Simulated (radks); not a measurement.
Spherical quantum dot in the effective-mass picture: electrons in a parabolic well V = omega^2 r^2 / 2 with omega = 4.99, with a point charge +1 (a donor) at the centre, all in effective atomic units (hartree* = m*/eps^2 hartree, bohr* = eps/m* bohr), one dielectric constant everywhere. Calculated with a radial shooting solver with Libxc functionals: non-relativistic Kohn-Sham, PBE, spin-polarised, spherical densities. Levels are named by radial order and angular momentum (1s, 1p, 1d, 2s, ...), and open shells are averaged over m. Each electron was tried in the lowest free levels, single moves between levels near the top were tried too, and the lowest total energy was kept; such a search can miss a lower state. At N = 1 the Hartree and exchange-correlation terms need not cancel, so that row can carry a self-interaction error.

| N | open shells | 2S | E (hartree*) | mu = E(N) - E(N-1) (hartree*) | addition energy mu(N+1) - mu(N) (hartree*) | e(HOMO) (hartree*) | rms radius (bohr*) |
|---|---|---|---|---|---|---|---|
| 1 | 1s(up 1, down 0) | 1 | 4.82472 | 4.8247 | 1.899 | 5.5393 | 0.5010 |
| 2 | none | 0 | 11.5485 | 6.7238 | 6.784 | 7.4098 | 0.5183 |
| 3 | 1p(up 1, down 0) | 1 | 25.0563 | 13.508 | 1.126 | 14.060 | 0.5940 |
| 4 | 1p(up 2, down 0) | 2 | 39.6898 | 14.634 | 1.161 | 15.212 | 0.6331 |
| 5 | 1p(up 3, down 0) | 3 | 55.4848 | 15.795 | 1.539 | 16.379 | 0.6591 |
| 6 | 1p(up 3, down 1) | 2 | 72.8189 | 17.334 | 1.069 | 17.860 | 0.6799 |
| 7 | 1p(up 3, down 2) | 1 | 91.2219 | 18.403 | 1.100 | 18.951 | 0.6968 |
| 8 | none | 0 | 110.725 | 19.503 | 5.098 | 20.056 | 0.7113 |
| 9 | 2s(up 1, down 0) | 1 | 135.326 | 24.601 | 1.122 | 25.089 | 0.7378 |
| 10 | none | 0 | 161.049 | 25.723 | 1.157 | 26.206 | 0.7600 |
| 11 | 1d(up 1, down 0) | 1 | 187.929 | 26.880 | 0.9341 | 27.347 | 0.7791 |
| 12 | 1d(up 2, down 0) | 2 | 215.744 | 27.814 | 0.9351 | 28.282 | 0.7958 |
| 13 | 1d(up 3, down 0) | 3 | 244.494 | 28.750 | 0.9163 | 29.217 | 0.8106 |
| 14 | 1d(up 5, down 0) 2s(up 1, down 0) | 6 | 274.159 | 29.666 | 0.9643 | 30.117 | 0.8239 |
| 15 | 1d(up 5, down 0) | 5 | 304.790 | 30.630 | 1.172 | 31.091 | 0.8363 |
| 16 | 1d(up 5, down 1) | 4 | 336.592 | 31.802 | 0.8912 | 32.247 | 0.8478 |
| 17 | 1d(up 5, down 2) | 3 | 369.285 | 32.693 | 0.8926 | 33.140 | 0.8586 |
| 18 | 1d(up 5, down 3) | 2 | 402.871 | 33.586 | 0.8916 | 34.032 | 0.8688 |
| 19 | 1d(up 5, down 4) | 1 | 437.348 | 34.477 | 0.8891 | 34.922 | 0.8783 |
| 20 | none | 0 | 472.715 | 35.366 | 4.653 | 35.810 | 0.8874 |
| 21 | 1f(up 1, down 0) | 1 | 512.734 | 40.019 | 0.8032 | 40.421 | 0.9006 |
| 22 | 1f(up 2, down 0) | 2 | 553.556 | 40.822 | 0.8022 | 41.224 | 0.9129 |
| 23 | 1f(up 3, down 0) | 3 | 595.180 | 41.624 | 0.8006 | 42.025 | 0.9245 |
| 24 | 1f(up 4, down 0) | 4 | 637.605 | 42.425 | 0.7985 | 42.825 | 0.9353 |
| 25 | 1f(up 5, down 0) | 5 | 680.829 | 43.224 | 0.7960 | 43.622 | 0.9455 |
| 26 | 1f(up 6, down 0) | 6 | 724.848 | 44.020 | 0.7933 | 44.417 | 0.9553 |
| 27 | 1f(up 7, down 0) | 7 | 769.661 | 44.813 | 1.021 | 45.209 | 0.9645 |
| 28 | 1f(up 7, down 1) | 6 | 815.495 | 45.834 | 0.7708 | 46.219 | 0.9735 |
| 29 | 1f(up 7, down 2) | 5 | 862.099 | 46.604 | 0.7702 | 46.990 | 0.9821 |
| 30 | 1f(up 7, down 3) | 4 | 909.474 | 47.375 | 0.7689 | 47.759 | 0.9903 |
| 31 | 1f(up 7, down 4) | 3 | 957.617 | 48.143 | 0.7673 | 48.527 | 0.9983 |
| 32 | 1f(up 7, down 5) | 2 | 1006.53 | 48.911 | 0.7653 | 49.294 | 1.006 |
| 33 | 1f(up 7, down 6) | 1 | 1056.20 | 49.676 | 0.7630 | 50.058 | 1.013 |
| 34 | none | 0 | 1106.64 | 50.439 | 0.9921 | 50.820 | 1.021 |
| 35 | 2p(up 1, down 0) | 1 | 1158.07 | 51.431 | - | 51.818 | 1.028 |

All shells are closed at N = 2, 8, 10, 20, 34 (there: 1s2 1p6 1d10 2s2 1f14); the second difference of the energy has clear peaks (12 % above both neighbours; the first and last values, which can be the largest, are not judged, and half-filled shells can peak too) at N = 2, 5, 8, 15, 20, 27.
